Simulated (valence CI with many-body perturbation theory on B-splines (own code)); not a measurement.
**Forbidden lines of Pb³³⁺**

Computed by configuration interaction combined with many-body perturbation theory (CI+MBPT): three valence electrons over a frozen Dirac-Fock core [Kr] 4d10, a basis of 8 s, 8 p, 9 d, 9 f, 6 g, 3 h, 2 i functions for each j, with the one-electron correlation potential Σ1 (screened to all orders), the two-electron term Σ2, the three-electron term Σ3, Breit, model QED; selected single and double excitations, second order for the rest (own B-spline code, finite nucleus).

No measured spectrum was set against this ion. As an estimate, large intervals hold to a few tenths of a per cent, small ones and those within an open d or f shell to about a per cent. Core correlation moves these levels by up to 7400 cm⁻¹, and in measured spectra 5 to 20 % of such shifts remained as error; rates that hang on mixing are uncertain with them. The list stops below the first excitations out of the core. Only levels of the ground parity were solved; by the run's estimate the other parity begins above the list, which can be wrong where configurations are misplaced.

Lines 1 to 50 of 120 in falling wavelength, among levels below 197.944 eV, chosen from the decays that carry over 1 % of a level's rate. Wavelengths and rates use the calculated energies. S is in atomic units (e²a₀⁴ for E2 and M2, e²a₀⁶ for E3), for M1 in squared Bohr magnetons. Weak lines are less certain than strong ones. Lines between different terms over intervals too small for the method are left out, as are lines whose strength nearly cancels.

Levels are named by their leading jj configuration (3d3/2^4 stands for four electrons in 3d with j = 3/2), which in mixed levels can hold well under half, so a name can repeat and another be missing. Letters in brackets count levels of one name in rising energy.

```tsv
λ vac (nm)	Upper	Lower	Type	A (s⁻¹)	S (a.u.)
604.2	(4f5/2^2 4f7/2) J=7/2 [a]	(4f5/2^2 4f7/2) J=9/2	M1	5.68e+01	3.72e+00
559.4	(4f5/2 4f7/2^2) J=9/2 [a]	(4f5/2^2 4f7/2) J=7/2 [b]	M1	8.40e+01	5.45e+00
551.0	(4f5/2^2 4f7/2) J=5/2 [a]	(4f5/2^3) J=5/2	M1	4.89e+01	1.82e+00
524.1	(4f5/2^2 4f7/2) J=3/2 [a]	(4f5/2^3) J=5/2	M1	2.69e+01	5.74e-01
487.5	(4f5/2 4f7/2^2) J=15/2	(4f5/2 4f7/2^2) J=13/2 [a]	M1	5.80e+01	3.99e+00
450.5	(4f5/2^2 4f7/2) J=5/2 [b]	(4f5/2^2 4f7/2) J=7/2 [b]	M1	5.94e+01	1.21e+00
445.6	(4f5/2^2 4f7/2) J=15/2	(4f5/2^2 4f7/2) J=13/2	M1	2.22e+02	1.16e+01
440.1	(4f5/2 4f7/2^2) J=1/2	(4f5/2 4f7/2^2) J=3/2 [a]	M1	1.63e+02	1.03e+00
407.3	(4f5/2^3) J=5/2	(4f5/2^3) J=3/2	M1	8.59e+01	1.29e+00
404.4	(4f5/2 4f7/2^2) J=3/2 [a]	(4f5/2^2 4f7/2) J=5/2 [b]	M1	1.72e+02	1.69e+00
372.6	(4f5/2 4f7/2^2) J=11/2 [a]	(4f5/2 4f7/2^2) J=13/2 [a]	M1	2.94e+01	6.76e-01
369.8	(4f5/2 4f7/2^2) J=11/2 [a]	(4f5/2^2 4f7/2) J=11/2 [b]	M1	2.60e+01	5.85e-01
364.5	(4f5/2^2 4f7/2) J=9/2	(4f5/2^2 4f7/2) J=11/2 [a]	M1	1.25e+02	2.25e+00
353.3	(4f7/2^3) J=9/2	(4f5/2 4f7/2^2) J=9/2 [c]	M1	7.96e+01	1.30e+00
332.5	(4f5/2 4f7/2^2) J=9/2 [c]	(4f5/2 4f7/2^2) J=7/2 [a]	M1	4.46e+01	6.08e-01
322.6	(4f5/2^2 4f7/2) J=13/2	(4f5/2^2 4f7/2) J=11/2 [a]	M1	9.97e+02	1.74e+01
315.6	(4f5/2 4f7/2^2) J=11/2 [b]	(4f5/2 4f7/2^2) J=9/2 [b]	M1	4.45e+02	6.23e+00
304.4	(4f5/2^2 4f7/2) J=7/2 [b]	(4f5/2^2 4f7/2) J=9/2	M1	2.64e+01	2.21e-01
297.3	(4f5/2 4f7/2^2) J=3/2 [b]	(4f5/2 4f7/2^2) J=3/2 [a]	M1	7.16e+01	2.79e-01
295.3	(4f5/2 4f7/2^2) J=13/2 [b]	(4f5/2 4f7/2^2) J=11/2 [a]	M1	1.06e+02	1.42e+00
294.6	(4f5/2 4f7/2^2) J=9/2 [b]	(4f5/2^2 4f7/2) J=7/2 [b]	M1	5.49e+02	5.20e+00
292.5	(4f5/2 4f7/2^2) J=9/2 [a]	(4f5/2^2 4f7/2) J=7/2 [a]	M1	1.42e+02	1.31e+00
280.6	(4f5/2 4f7/2^2) J=7/2 [a]	(4f5/2^2 4f7/2) J=7/2 [b]	M1	9.05e+01	5.93e-01
279.6	(4f5/2^2 4f7/2) J=1/2	(4f5/2^2 4f7/2) J=3/2 [a]	M1	2.47e+02	4.01e-01
277.3	(4f5/2^2 4f7/2) J=3/2 [b]	(4f5/2^2 4f7/2) J=3/2 [a]	M1	6.46e+02	2.04e+00
273.3	(4f5/2^2 4f7/2) J=7/2 [b]	(4f5/2^3) J=5/2	M1	1.59e+03	9.63e+00
270.3	(4f5/2^2 4f7/2) J=3/2 [b]	(4f5/2^2 4f7/2) J=5/2 [a]	M1	1.11e+02	3.25e-01
264.4	(4f5/2 4f7/2^2) J=7/2 [b]	(4f5/2 4f7/2^2) J=7/2 [a]	M1	3.74e+01	2.05e-01
260.6	(4f5/2 4f7/2^2) J=5/2 [a]	(4f5/2^2 4f7/2) J=3/2 [b]	M1	3.54e+02	1.39e+00
253.0	(4f5/2 4f7/2^2) J=7/2 [b]	(4f5/2 4f7/2^2) J=9/2 [b]	M1	3.59e+01	1.72e-01
246.1	(4f5/2^2 4f7/2) J=5/2 [b]	(4f5/2^2 4f7/2) J=5/2 [a]	M1	1.63e+02	5.41e-01
234.2	(4f5/2^2 4f7/2) J=5/2 [a]	(4f5/2^3) J=3/2	M1	1.34e+03	3.84e+00
232.4	(4f5/2 4f7/2^2) J=15/2	(4f5/2^2 4f7/2) J=15/2	M1	1.16e+03	8.67e+00
229.2	(4f5/2^2 4f7/2) J=3/2 [a]	(4f5/2^3) J=3/2	M1	1.27e+03	2.27e+00
223.4	(4f5/2^2 4f7/2) J=11/2 [b]	(4f5/2^2 4f7/2) J=13/2	M1	2.02e+02	1.00e+00
222.4	(4f5/2 4f7/2^2) J=13/2 [a]	(4f5/2^2 4f7/2) J=13/2	M1	5.92e+02	3.38e+00
219.9	(4f5/2 4f7/2^2) J=17/2	(4f5/2 4f7/2^2) J=15/2	M1	6.44e+02	4.57e+00
218.4	(4f5/2^2 4f7/2) J=11/2 [a]	(4f5/2^3) J=9/2	M1	3.28e+03	1.52e+01
217.4	(4f5/2 4f7/2^2) J=5/2 [b]	(4f5/2 4f7/2^2) J=3/2 [a]	M1	1.78e+02	4.08e-01
209.4	(4f5/2 4f7/2^2) J=11/2 [b]	(4f5/2 4f7/2^2) J=9/2 [a]	M1	1.72e+02	7.05e-01
209.0	(4f5/2 4f7/2^2) J=9/2 [c]	(4f5/2 4f7/2^2) J=9/2 [a]	M1	1.30e+03	4.41e+00
206.9	(4f5/2^2 4f7/2) J=11/2 [b]	(4f5/2^2 4f7/2) J=9/2	M1	6.20e+02	2.44e+00
199.4	(4f5/2 4f7/2^2) J=11/2 [b]	(4f5/2^2 4f7/2) J=11/2 [b]	M1	1.61e+03	5.69e+00
199.0	(4f5/2 4f7/2^2) J=9/2 [b]	(4f5/2^2 4f7/2) J=7/2 [a]	M1	9.39e+02	2.74e+00
197.1	(4f5/2 4f7/2^2) J=9/2 [a]	(4f5/2^2 4f7/2) J=9/2	M1	1.21e+03	3.45e+00
195.7	(4f5/2 4f7/2^2) J=1/2	(4f5/2^2 4f7/2) J=3/2 [b]	M1	1.80e+03	9.99e-01
195.1	(4f5/2 4f7/2^2) J=7/2 [b]	(4f5/2^2 4f7/2) J=5/2 [b]	M1	1.59e+03	3.50e+00
194.6	(4f5/2 4f7/2^2) J=1/2	(4f5/2^2 4f7/2) J=1/2	M1	3.05e+02	1.67e-01
194.1	(4f7/2^3) J=9/2	(4f5/2 4f7/2^2) J=11/2 [a]	M1	3.96e+02	1.07e+00
192.5	(4f5/2 4f7/2^2) J=7/2 [a]	(4f5/2^2 4f7/2) J=7/2 [a]	M1	1.13e+03	2.39e+00
```
